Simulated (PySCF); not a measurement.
Computed shifts of a molecule C5H4F2, PBE/pcSseg-1 in PySCF, GIAO, gas phase, atoms alike by connectivity averaged where their shifts nearly agree, in ppm (number of nuclei): ¹⁹F: -172.6 (1), -176.4 (1). ¹³C: 155.3 (1), 151.9 (1), 136.9 (1), 124.5 (1), 41.6 (1). ¹H: 6.72 (1), 6.08 (1), 3.38 (2). References: ¹⁹F against CFCl3 (σ = 133.6 ppm); ¹³C against TMS (σ = 182.0 ppm); ¹H against TMS (σ = 31.49 ppm), references at their B3LYP-D3(BJ)/def2-TZVP geometries, non-relativistic. Geometry: B3LYP-D3(BJ)/def2-SVP. One conformer was computed; it need not be the lowest.

Question: Which structure fits?
(A) FC1=CCC(F)=C1
(B) C#C[C@H](F)C(=C)F
(C) C#C/C=C\C(F)F
(D) FC1=C(F)CC=C1

Answer: D, FC1=C(F)CC=C1
